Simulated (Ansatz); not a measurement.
Geometry optimisation, Ansatz, RKS PBE-D4/cc-pVDZ.

The input (input.yaml):

```yaml
crystal:
  periodic: [false, false, false]
  atoms:
    - { symbol: F, position_ang: [0.9311, -0.0423, 1.5025] }
    - { symbol: Si, position_ang: [0.3514, -0.3786, 0.0265] }
    - { symbol: F, position_ang: [0.4947, -1.9448, -0.2366] }
    - { symbol: S, position_ang: [-1.6325, 0.1676, -0.1217] }
    - { symbol: Cl, position_ang: [1.415, 0.6689, -1.3881] }
    - { symbol: H, position_ang: [-1.5177, 1.4652, 0.1712] }
basis:
  gaussian: { orbitals: cc-pVDZ }
hamiltonian:
  xc: pbe
  dispersion: d4
relax:
  f_tol: 0.015
  max_steps: 40
```

Launched with:

```bash
$ ansatz run input.yaml --threads 1 --pin off --max-ram 2048MiB --backend cpu --events-out ev --progress --plain --runs-dir out
```

Question: Where does it end, and by what steps?

Answer: It converged. After 8 steps the energy has fallen by 0.172 eV; S4 moved furthest, 0.14 Å.

```csv
step,energy less start (eV),largest force component (eV/Å),accepted
0,0.0000,1.826,yes
1,-0.1008,1.013,yes
2,-0.1636,0.542,yes
3,-0.1703,0.207,yes
4,-0.1712,0.017,yes
5,-0.1713,0.023,yes
6,-0.1715,0.018,yes
7,-0.1716,0.016,yes
8,-0.1716,0.009,yes
```

```xyz
6
Properties=species:S:1:pos:R:3
F 0.998 -0.050 1.498
Si 0.333 -0.342 0.024
F 0.466 -1.951 -0.261
S -1.742 0.122 -0.042
Cl 1.476 0.695 -1.347
H -1.489 1.462 0.083
```

Whether the end is a true minimum wasn't checked by a vibrational analysis.

The run took 29 s on 1 thread of Arm Neoverse V1 (shared host), peak memory 0.14 GiB.
